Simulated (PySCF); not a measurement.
B(F)(Br)(OH) (BBrFHO), SMILES B(F)(Br)O.

Geometry optimised at ωB97X-D3(BJ)/def2-SVP. The values are those of a single conformer.

Computed with PBE0/def2-TZVPD in PySCF.

Symmetry labels are those of the subgroup Cs that the program uses (full group Cs).

**Question.** List the valence orbital energies around the gap with their symmetry. (Estimate from the structure and the level; the computed values follow.)

**Answer.** 
| orbital | symmetry | energy (eV) |
|---|---|---|
| HOMO−7 | A' | -15.91 |
| HOMO−6 | A' | -14.02 |
| HOMO−5 | A" | -13.75 |
| HOMO−4 | A' | -11.56 |
| HOMO−3 | A" | -11.15 |
| HOMO−2 | A' | -11.05 |
| HOMO−1 | A" | -8.90 |
| HOMO | A' | -8.68 |
| LUMO | A' | -0.41 |
| LUMO+1 | A" | 0.14 |
| LUMO+2 | A' | 0.61 |
| LUMO+3 | A' | 1.12 |
